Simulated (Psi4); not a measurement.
nitrogen atom (N), quartet; Psi4 with CAM-B3LYP/def2-SVP.

The Psi4 input:
```
memory 2 GB

molecule mol {
0 4
  N     0.000000    0.000000    0.000000
}

set basis def2-svp
set reference uks

energy('cam-b3lyp')
print_variables()
```

The log (banner, timings and long lists left out):

```
   => Loading Basis Set <=

    Name: DEF2-SVP
    Role: ORBITAL
    Keyword: BASIS

         ---------------------------------------------------------
                                   SCF
               by Justin Turney, Rob Parrish, Andy Simmonett
                          and Daniel G. A. Smith
                              UKS Reference
         ---------------------------------------------------------

  ==> Geometry <==

    Molecular point group: d2h
    Geometry (in Angstrom), charge = 0, multiplicity = 4:

       Center              X                  Y                   Z               Mass
    ------------   -----------------  -----------------  -----------------  -----------------
         N            0.000000000000     0.000000000000     0.000000000000    14.003074004430

  Running in d2h symmetry.

  Rotational constants: A = ************  B = ************  C = ************ [cm^-1]
  Rotational constants: A = ************  B = ************  C = ************ [MHz]
  Nuclear repulsion =    0.000000000000000

  Charge       = 0
  Multiplicity = 4
  Electrons    = 7
  Nalpha       = 5
  Nbeta        = 2

  ==> Algorithm <==

  SCF Algorithm Type is DF.
  DIIS enabled.
  MOM disabled.
  Fractional occupation disabled.
  Guess Type is CORE.
  Energy threshold   = 1.00e-06
  Density threshold  = 1.00e-06
  Integral threshold = 1.00e-12

  ==> Primary Basis <==

  Basis Set: DEF2-SVP
    Blend: DEF2-SVP
    Number of shells: 6
    Number of basis functions: 14
    Number of Cartesian functions: 15
    Spherical Harmonics?: true
    Max angular momentum: 2

  ==> DFT Potential <==

   => LibXC <=

    Version 7.1.2
    S. Lehtola, C. Steigemann, M. J. T. Oliveira, and M. A. L. Marques,  SoftwareX 7, 1–5 (2018) (10.1016/j.softx.2017.11.002)

   => Composite Functional: CAM-B3LYP <=

    CAM-B3LYP Hyb-GGA Exchange-Correlation Functional

    T. Yanai, D. P. Tew, and N. C. Handy,  Chem. Phys. Lett. 393, 51 (2004) (10.1016/j.cplett.2004.06.011)

    Deriv               =              1
    GGA                 =           TRUE
    Meta                =          FALSE

    Exchange Hybrid     =           TRUE
    MP2 Hybrid          =          FALSE

   => Exchange Functionals <=

    0.3500         Becke 88 [omega = 0.3300]
    0.4600   Short-range recipe for B88 functional - erf [omega = 0.3300]

   => Exact (HF) Exchange <=

    0.4600            HF,LR [omega = 0.3300]
    0.1900               HF

   => Correlation Functionals <=

[...]
   @S^2 Observed:                3.752684722E+00
   @S   Expected:                1.500000000E+00
   @S   Observed:                1.500000000E+00

    Orbital Energies [Eh]
    ---------------------

    Alpha Occupied:

[...]
    Alpha Virtual:

[...]
    Beta Occupied:

[...]
    Beta Virtual:

[...]
    Final Occupation by Irrep:
             Ag   B1g   B2g   B3g    Au   B1u   B2u   B3u
    DOCC [     2,    0,    0,    0,    0,    0,    0,    0 ]
    SOCC [     0,    0,    0,    0,    0,    1,    1,    1 ]
    NA   [     2,    0,    0,    0,    0,    1,    1,    1 ]
    NB   [     2,    0,    0,    0,    0,    0,    0,    0 ]

  @DF-UKS Final Energy:   -54.51627925306654

   => Energetics <=

    Nuclear Repulsion Energy =              0.0000000000000000
    One-Electron Energy =                 -73.8902093605584014
    Two-Electron Energy =                  24.3392084409073419
    DFT Exchange-Correlation Energy =      -4.9652783334154860
    Empirical Dispersion Energy =           0.0000000000000000
    VV10 Nonlocal Energy =                  0.0000000000000000
    Total Energy =                        -54.5162792530665428

  UHF NO Occupations:
  HONO-2 :    1B2u 1.0000000
  HONO-1 :    1B1u 1.0000000
  HONO-0 :    1B3u 1.0000000
  LUNO+0 :    3 Ag 0.0013433
  LUNO+1 :    4 Ag 0.0000000
  LUNO+2 :    2B2u 0.0000000
  LUNO+3 :    5 Ag 0.0000000

Computation Completed

Properties will be evaluated at   0.000000,   0.000000,   0.000000 [a0]

Properties computed using the SCF density matrix

 Multipole Moments:

 ------------------------------------------------------------------------------------
     Multipole            Electronic (a.u.)      Nuclear  (a.u.)        Total (a.u.)
 ------------------------------------------------------------------------------------

 L = 1.  Multiply by 2.5417464519 to convert [e a0] to [Debye]
 Dipole X            :          0.0000000            0.0000000            0.0000000
 Dipole Y            :          0.0000000            0.0000000            0.0000000
 Dipole Z            :          0.0000000            0.0000000            0.0000000
 Magnitude           :                                                    0.0000000

 ------------------------------------------------------------------------------------

  Variable Map:
  ----------------------------------------------------------------------------
[...]
  Array Variable Map:
  ----------------------------------------------------------------------------
[...]
[...]
```
